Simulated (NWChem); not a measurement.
Species: CH2NS, doublet; SMILES N[C]=S

```xyz
5

N      0.1480     1.5855     0.0000
C     -0.4264     0.4052     0.0000
S      0.0394    -1.1217     0.0000
H      1.1623     1.7022     0.0000
H     -0.4109     2.4310     0.0000
```
Atoms are numbered in this order, from 1.

Results from NWChem. Spin-unrestricted. In the optimisation the excess spin sits in a' (Cs, its own frame). All runs use the structure optimised with PBE0/def2-SVP, spin-unrestricted. No stability test was run on the SCF state. B3LYP is NWChem's, with the RPA form of VWN correlation. Fermi-contact couplings, non-relativistic, static geometry.

| level | A(iso) 14N atom 1 (MHz) | A(iso) 13C atom 2 (MHz) | A(iso) 33S atom 3 (MHz) | A(iso) 1H atom 4 (MHz) | A(iso) 1H atom 5 (MHz) | <S²> |
|---|---|---|---|---|---|---|
| PBE/pcJ-1 | … | … | … | 105 | … | 0.752 |
| B3LYP/pcJ-1 | 35.7 | 310 | 13.8 | 103 | 25.0 | 0.754 |
| BHandHLYP/IGLO-II | 30.7 | 336 | 21.9 | 95 | 24.9 | 0.759 |
| TPSSh/IGLO-II | 35.6 | 306 | 17.4 | 105 | 22.2 | 0.755 |

**Question.** Complete the blanks.

**Answer.** 
- PBE/pcJ-1, A(iso) 14N atom 1 (MHz): 39.2
- PBE/pcJ-1, A(iso) 13C atom 2 (MHz): 295
- PBE/pcJ-1, A(iso) 33S atom 3 (MHz): 6.7
- PBE/pcJ-1, A(iso) 1H atom 5 (MHz): 23.8
